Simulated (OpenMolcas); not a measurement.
## 4d⁶ along the 42-electron sequence

```
Program             : OpenMolcas 26.06
Method              : MS-CASPT2, IPEA 0.25 Eh, imaginary shift 0.1 Eh
Basis               : ANO-RCC-VQZP
Scalar Hamiltonian  : DKH2, point nucleus
Spin-orbit coupling : state interaction with AMFI integrals over the reference wave functions, term energies averaged over their components
```

Active space for each ion: 6 electrons in 10 orbitals (4d 5d); closed shells correlated by CASPT2: 4s 4p.

Computed levels in cm-1 above ⁵D₄:

```json
{"Level": "⁵D₃", "Rh3+": "1520", "Pd4+": "1963", "Ag5+": "2520"}
{"Level": "⁵D₂", "Rh3+": "2370", "Pd4+": "3000", "Ag5+": "3750"}
{"Level": "⁵D₁", "Rh3+": "2930", "Pd4+": "3720", "Ag5+": "4670"}
{"Level": "⁵D₀", "Rh3+": "3200", "Pd4+": "4060", "Ag5+": "5090"}
{"Level": "³P₂(1)", "Rh3+": "17680", "Pd4+": "19710", "Ag5+": "21630"}
{"Level": "³H₆", "Rh3+": "17950", "Pd4+": "20110", "Ag5+": "22380"}
{"Level": "³H₅", "Rh3+": "18210", "Pd4+": "20400", "Ag5+": "22680"}
{"Level": "³F₃(1)", "Rh3+": "20120", "Pd4+": "22630", "Ag5+": "25200"}
{"Level": "³F₂(1)", "Rh3+": "20770", "Pd4+": "23430", "Ag5+": "26130"}
{"Level": "weight of ⁵D in the lowest level (%)", "Rh3+": "98", "Pd4+": "98", "Ag5+": "97"}
```

Mixed levels, with the weight of the term that names them: Ag5+ ³H₅ (74 %), Ag5+ ³F₃(1) (75 %).

Measured, with the error of the calculation in %. Measured levels: Ag5+ from the list in Gamrath, thesis, University of Mons (2023).

```json
{"Level": "⁵D₃", "Ag5+": "2692 (-6.4)"}
{"Level": "⁵D₂", "Ag5+": "3953 (-5.1)"}
{"Level": "⁵D₁", "Ag5+": "4941 (-5.5)"}
{"Level": "⁵D₀", "Ag5+": "5380 (-5.4)"}
{"Level": "³P₂(1)", "Ag5+": "21042 (+2.8)"}
{"Level": "³H₆", "Ag5+": "21512 (+4.0)"}
{"Level": "³H₅", "Ag5+": "21812 (+4.0)"}
{"Level": "³F₃(1)", "Ag5+": "24441 (+3.1)"}
{"Level": "³F₂(1)", "Ag5+": "25306 (+3.2)"}
```

The fine-structure level ⁵D₀ changes by a factor of 1.59 from Rh3+ to Ag5+. Its fourth root runs 7.52, 7.98, 8.45, with steps per unit of Z of 0.46, 0.46; equal steps would mean a (Z - σ)^4 law with constant σ.

³P₂(1) changes by a factor of 1.22 over the same range, with steps per unit of Z of +2030, +1920 cm-1.

Term energies are means over components that CASPT2 splits; among the terms shown or strongly mixed into the levels shown the widest spread is 330 cm-1 (4d⁶ ³G, Rh3+). Active for correlation alone: 5d; no level in the range computed is led by a configuration that fills it, so any true level of that kind is missing. Measured partners are found by configuration, term and J. A level has none where our copy of the source lacks it or the pairing is in doubt (some pairs that miss far off the trend of their configuration count as doubtful), and it then counts in no deviation. Levels of configurations outside the active space are missing.

A number in round brackets counts repeated terms of one configuration in the order of the reference energies.
